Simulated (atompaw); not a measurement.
Cutoff test, zirconium (Zr), PAW (atompaw)

zirconium, PAW, made with atompaw 4.2.0.5 (PBE, scalar-relativistic). Core [Kr], reference 4d2 5s2 5p0. Waves: 5s (bound): rc 3.00 bohr; 5s channel at 1.95 Ry: rc 3.00 bohr; 5p (bound, empty): rc 3.00 bohr; 5p channel at 3.8 Ry: rc 3.00 bohr; 4d (bound): rc 3.00 bohr; 4d channel at 0.8 Ry: rc 3.00 bohr. Local part: ultrasoft scheme with l = 3 at 1 Ry, radius 2.80 bohr. Core correction: smooth core density matched at 2.20 bohr. Augmentation charge: besselshape compensation charge, radius 2.80 bohr; PAW radius 3.00 bohr; waves and projectors: custom rrkj gramschmidtortho.

The pseudo-atom Hamiltonian at the reference potential is diagonalised in spherical Bessel functions j_l(qr) that vanish at 20 bohr, with q² up to the cutoff. All-electron valence levels (Ry): 5s -0.3263, 5p -0.1080, 4d -0.2645.

Problem. How do the lowest levels (Ry) of each channel move with the cutoff, and are there ghosts?

Solution.

| cutoff (Ry) | s #1 | s #2 | p #1 | d #1 | d #2 | f #1 | Σ f·Δε (mRy) |
| --- | --- | --- | --- | --- | --- | --- | --- |
| 8 | -0.3263 | 0.0009 | -0.1080 | -0.2605 | 0.0495 | 0.1010 | 8.1 |
| 10 | -0.3263 | 0.0009 | -0.1080 | -0.2637 | 0.0491 | 0.1010 | 1.7 |
| 12 | -0.3263 | 0.0009 | -0.1080 | -0.2643 | 0.0488 | 0.1010 | 0.4 |
| 15 | -0.3263 | 0.0009 | -0.1080 | -0.2644 | 0.0486 | 0.1010 | 0.4 |
| 18 | -0.3263 | 0.0009 | -0.1080 | -0.2645 | 0.0486 | 0.1010 | 0.1 |
| 400 | -0.3263 | 0.0009 | -0.1080 | -0.2645 | 0.0486 | 0.1010 | 0.0 |

Result: no extra level below or beside the all-electron valence levels (s, p, d, f tested); 10 mRy is reached at 8 Ry and 1 mRy at 12 Ry.
